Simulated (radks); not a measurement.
Results of a calculation; reference values are marked as such.
Spherical jellium clusters: N electrons in a uniform positive sphere of charge N and radius rs N^(1/3), rs = 3.53 bohr. Level of theory: non-relativistic Kohn-Sham, LDA (Slater exchange, Perdew-Wang correlation), spin-polarised, spherical densities (a radial shooting solver with Libxc functionals). Levels are named by radial order and angular momentum (1s, 1p, 1d, 2s, ...), and open shells are averaged over m.

N = 12, configuration 1s2 1p6 1d(up 4, down 0). This is the lowest configuration that the search found. Occupied and some empty levels:

level,occupation,eigenvalue (eV),<r> (bohr)
1s up,1,-5.8022,5.201
1s down,1,-5.4278,4.997
1p up,3,-4.4996,6.265
1p down,3,-4.0204,6.223
1d up,4,-2.9149,7.173
1d down,0,-2.4189,7.269
2s up,0,-2.3214,6.693
2s down,0,-2.0627,6.896
1f up,0,-1.1915,8.251
2p up,0,-0.86424,9.452
1f down,0,-0.75199,8.606
2p down,0,-0.65547,10.03

Energy (eV): total -20.1614, kinetic 26.524, external -566.88, Hartree 277.01, exchange-correlation -47.728, background 290.91.
